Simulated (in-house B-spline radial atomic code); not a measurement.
RPA and G0W0 on SCAN: neutral cadmium

Configuration [Kr] 4d10 5s2, mean-field start SCAN. Computed with an all-electron radial atomic-structure program (B-spline basis): all electrons, non-relativistic, point nucleus, each spin shell either full or empty, empty states to l = 9 with an (l + 1/2)⁻⁴ tail; G0W0 by contour deformation at full frequency.

Without relativity these are model numbers: it shifts the levels of so heavy an element strongly and can reorder them.

Command:
```bash
python run_gw.py task.json out
```
Settings (radii: box in bohr, nucleus in fm):
```
Z                        48
electrons                48
configuration            [Kr] 4d10 5s2
hamiltonian              nr
method                   scan,scan
lmax                     9
spin_polarised           False
box_radius               40
intervals                57
ion_configuration        [Kr] 4d10 5s1
```

Run time, properties included: 11 s on 1 thread of Arm Neoverse N1, on a shared host.

Energies (hartree):

```csv
term,value
mean-field total,-5467.94965
Hartree-Fock functional on these orbitals,-5465.10413
direct second order,-4.2502
second-order exchange,1.1702
SOSEX correction,1.064
```

What is the RPA correlation energy, and what remains with SOSEX?

RPA gives -3.6355 hartree (-2.06 eV per electron); RPA + SOSEX gives -2.5715, and the second-order doubles -3.08 hartree (no singles). RPA lacks exchange-type terms and so overcorrelates at short range.

Quasi-particle levels (eV):

```tsv
level	occupied	mean field	Σx - vxc	Σc	QP weight	G0W0
5s	yes	-5.548	-1.55	?	?	?
5p	no	-0.949	3.11	-1.15	0.913	1.008
```

G0W0 = mean field + (Σx - vxc) + Σc, with Σc (partial-wave tail included) taken at the quasi-particle energy. Only the outer levels were computed. Levels of low weight are left out. An empty level above zero is unbound and depends on the box.

Where does G0W0 put 5s?

At -8.607 eV, with Σc = -1.51 eV and a quasi-particle weight of 0.888. The tabulated removal energy is 8.994 eV (NIST, measured); the calculation leaves out relativity, Breit and QED terms, and what these don't explain is the method's own error.

What does it cost to remove one electron (to [Kr] 4d10 5s1) by differences of total energies, each species on its own start (correlation terms add to the Hartree-Fock functional)?

SCAN 8.361 eV, Hartree-Fock functional 6.758 eV, + RPA 8.755 eV, + RPA + SOSEX 8.291 eV, + second order 9.808 eV. Tabulated: 8.994 eV (NIST, measured); the calculation leaves out relativity, Breit and QED terms, and what these don't explain is the method's own error.
